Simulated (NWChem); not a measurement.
silylarsine (SiAsH$_{5}$); SMILES [SiH3][AsH2]

```xyz
7

Si    -0.0200     1.5741     0.0000
As    -0.0441    -0.8183     0.0000
H     -0.7449     2.0537    -1.2073
H     -0.7449     2.0537     1.2073
H      1.3474     2.1600     0.0000
H      1.0205    -0.9002    -1.1016
H      1.0205    -0.9002     1.1016
```
Atoms are numbered in this order, from 1.

Program: NWChem. Pople sets run with spherical d functions. Geometry: optimised at B3LYP/6-31G* (spherical d). GIAO values for the isolated, static molecule; σ is the absolute isotropic shielding.

Task: Taking B3LYP/pcSseg-2 as the yardstick, which of these has the fewest basis functions while keeping “σ H3 (rotor mean) (ppm)” within 0.5 ppm of it: B3LYP/6-31G*; B3LYP/6-311G**; B3LYP/def2-TZVP; B3LYP/def2-SVP?

Result: B3LYP/def2-SVP.
```json
[
 {"level": "B3LYP/6-31G*", "basis functions": "60", "σ H3 (rotor mean) (ppm)": "28.12", "relative time (rough)": "1"},
 {"level": "B3LYP/def2-SVP", "basis functions": "75", "σ H3 (rotor mean) (ppm)": "27.55", "relative time (rough)": "1"},
 {"level": "B3LYP/6-311G**", "basis functions": "100", "σ H3 (rotor mean) (ppm)": "27.67", "relative time (rough)": "2"},
 {"level": "B3LYP/def2-TZVP", "basis functions": "115", "σ H3 (rotor mean) (ppm)": "27.47", "relative time (rough)": "4"},
 {"level": "B3LYP/pcSseg-2", "basis functions": "176", "σ H3 (rotor mean) (ppm)": "27.41", "relative time (rough)": "8"}
]
```

The yardstick is one finite set, not the basis-set limit.
